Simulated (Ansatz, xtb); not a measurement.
C5H6OS: which of two isomers lies lower

Structure a: `C/C=C(/O)C=C=S`, a singlet. Structure b: `CCC(=O)C=C=S`, a singlet. Both are isolated molecules in the gas phase, relaxed with B3LYP-D3(BJ)/def2-SVP; each stands in its lowest conformer found.

a (Å):

```xyz
13

C     0.7894    0.5224    1.1585
C     0.1368   -0.5696    0.3683
C    -0.7334   -0.4304   -0.6572
C    -1.2038    0.8452   -1.1897
C    -2.0580    0.9548   -2.1965
O    -1.2795   -1.4925   -1.3194
S    -3.0616    1.1103   -3.3792
H     0.4967    1.5262    0.8180
H     1.8906    0.4647    1.0946
H     0.5339    0.4543    2.2310
H     0.3941   -1.5975    0.6553
H    -0.9402   -2.3105   -0.9330
H    -0.8378    1.7730   -0.7418
```

b (Å):

| atom | x (Å) | y (Å) | z (Å) |
| --- | --- | --- | --- |
| C | 0.3502 | 0.0323 | 1.5302 |
| C | -0.5558 | 0.2216 | 0.3213 |
| C | 0.0958 | -0.1979 | -0.9880 |
| C | -0.7167 | -0.0525 | -2.2319 |
| C | -1.9537 | 0.4119 | -2.2706 |
| O | 1.2259 | -0.6344 | -1.0453 |
| S | -3.4099 | 0.9633 | -2.2805 |
| H | 1.2747 | 0.6188 | 1.4243 |
| H | 0.6464 | -1.0214 | 1.6385 |
| H | -0.1594 | 0.3480 | 2.4528 |
| H | -0.8718 | 1.2750 | 0.2157 |
| H | -1.4944 | -0.3516 | 0.4276 |
| H | -0.2251 | -0.3607 | -3.1603 |

Quicker runs give these differences E(b) − E(a): GFN2-xTB −45.5 kJ/mol; HF/STO-3G −79.0 kJ/mol (at GFN2-xTB geometries); r2SCAN-D4/def2-SVP −70.1 kJ/mol (at GFN2-xTB geometries).

**Question.** Estimate E(b) − E(a) at the level CCSD(T)/def2-SVP + ΔMP2/def2-TZVPP.

**Answer.** Calculated at CCSD(T)/def2-SVP + ΔMP2/def2-TZVPP: E(b) − E(a) = −58.7 kJ/mol, so structure b lies lower.

Level by level:

| level | geometry | E(b) − E(a) (kJ/mol) | departure from the last row (kJ/mol) | job, with rough time for the two |
| --- | --- | --- | --- | --- |
| GFN2-xTB | GFN2-xTB | −45.5 | +13.2 | optimisation, 0.16 s |
| HF/STO-3G | GFN2-xTB | −79.0 | −20.3 | single point, 0.54 s |
| r2SCAN-D4/def2-SVP | GFN2-xTB | −70.1 | −11.5 | single point, 6.6 s |
| B3LYP-D3(BJ)/def2-SVP | B3LYP-D3(BJ)/def2-SVP | −66.6 | −7.9 | optimisation, 49 s |
| HF/def2-SVP | B3LYP-D3(BJ)/def2-SVP | −69.9 | −11.3 | part of the CCSD(T) run |
| MP2/def2-SVP | B3LYP-D3(BJ)/def2-SVP | −72.8 | −14.1 | part of the CCSD(T) run |
| CCSD(T)/def2-SVP | B3LYP-D3(BJ)/def2-SVP | −71.6 | −12.9 | single point |
| CCSD(T)/def2-SVP + ΔMP2/def2-TZVPP | B3LYP-D3(BJ)/def2-SVP | −58.7 |  | single point, 2 min |

As drawn, b has 1 C–C, 1 C=O, 1 C–H in place of 1 C=C, 1 C–O, 1 O–H.

The levels shown agree on the order. The largest departure from CCSD(T)/def2-SVP + ΔMP2/def2-TZVPP is that of HF/STO-3G, 20.3 kJ/mol. The last row adds to CCSD(T) the change of the MP2 difference between the two basis sets, here +12.9 kJ/mol, a large step that makes the value less sure.

With thermal terms from frequencies at re-optimised GFN2-xTB minima (ideal gas, soft modes damped towards free rotors, one conformer each, 298.15 K, 1 atm): the zero-point term adds +3.1 kJ/mol; ΔH is −56.4 and ΔG −55.3 kJ/mol.

The correlated steps freeze 11 core orbitals. Codes used: Ansatz 0.2.0, xtb 6.7.1; the last row on 2 threads of Arm Neoverse V2 on a shared host.
